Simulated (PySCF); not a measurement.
# Orbital energies and ionisation energy

C₃H₁₁GeNSi.
Cartesian coordinates in Å at the PBE0-D3(BJ)/def2-SVP level; atoms count from 1:
```xyz
17
C3H11GeNSi angstrom
C     -2.2304    1.3344   -0.2367
C     -2.1440    0.0095   -0.0710
C     -1.4733   -0.9366   -1.0041
Ge     0.3336   -1.3543   -0.3385
N      1.1565    0.2669   -0.0856
Si     2.8349    0.6785   -0.1925
H     -2.7097    1.9705    0.5115
H     -1.8392    1.8243   -1.1345
H     -2.5544   -0.4284    0.8485
H     -1.3567   -0.5020   -2.0088
H     -2.0298   -1.8828   -1.0966
H      1.1686   -2.1423   -1.3648
H      0.2155   -2.1611    0.9768
H      0.5264    0.9656    0.3044
H      3.0319    1.9650   -0.9345
H      3.5227   -0.4254   -0.9282
H      3.5103    0.8429    1.1374
```

Level: CAM-B3LYP/def2-SVPD (PySCF). Frontier orbitals with their largest atomic shares (Löwdin; up to four atoms above 4 %):

```tsv
orbital	ε (eV)	main atoms
HOMO−3	-10.78	Si6 22 %, H15 19 %, Ge4 16 %, H12 9 %
HOMO−2	-10.64	Si6 27 %, H16 19 %, H17 12 %, Ge4 12 %
HOMO−1	-8.75	N5 25 %, C1 19 %, C2 17 %, Ge4 8 %
HOMO	-8.31	?
LUMO	0.83	C1 22 %, C2 22 %, Ge4 15 %, H12 8 %
LUMO+1	1.03	Si6 28 %, Ge4 14 %, H14 9 %, N5 9 %
LUMO+2	1.34	Ge4 30 %, C2 11 %, C3 9 %, H11 9 %
```

What vertical ionisation energy does ΔSCF give, and how far is −ε(HOMO) from it?

ΔSCF: 8.93 eV (861 kJ/mol; threshold wavelength 139 nm); ⟨S²⟩ of the doublet left behind is 0.767, against 0.75 for a pure doublet. −ε(HOMO) is 8.31 eV, 0.62 eV below it. In exact Kohn–Sham theory the two would be equal; CAM-B3LYP (range-separated hybrid) falls short of its own ΔSCF value by 7 %.

On which atoms does the HOMO lie?

N5 (silicon-bound nitrogen) 30 %, C1 (terminal =CH2 carbon) 14 %, C3 (sp3 carbon bound to germanium) 10 %, C2 (alkene CH carbon) 10 %, so no atom holds as much as 40 %. The HOMO−1 lies 0.44 eV lower.

What kinetic energy would electrons from this vertical process carry with 118.2 nm light (10.49 eV)?

10.49 − 8.93 = 1.56 eV.

What total energies stand behind the ΔSCF value?

E(N) = -2541.74346 Eh and E(N − 1) = -2541.41542 Eh at the same geometry, 0.32804 Eh apart.

With α = 103.4 au, estimate the like-pair dispersion coefficient by London's formula C6 = (3/4)α²I.

I = 0.3280 Eh, so C6 ≈ 2630 au, a rough estimate.

How many of the 10 lowest singlet excitations (vertical TDDFT, same level) lie below the ionisation energy?

All 10; they run from 6.13 to 7.70 eV.

The structure is a single PBE0-D3(BJ)/def2-SVP conformer in the gas phase; no vibrational or solvent corrections. The calculation is non-relativistic, for germanium too.

The run behind these numbers computed excited states and ΔSCF ions as well. The run took 7.5 min of wall time on one thread, Intel Xeon at 2.50 GHz (x86_64), shared host with 64 logical CPUs at a one-minute load of 56, and the process peaked at 1.1 GiB of memory.
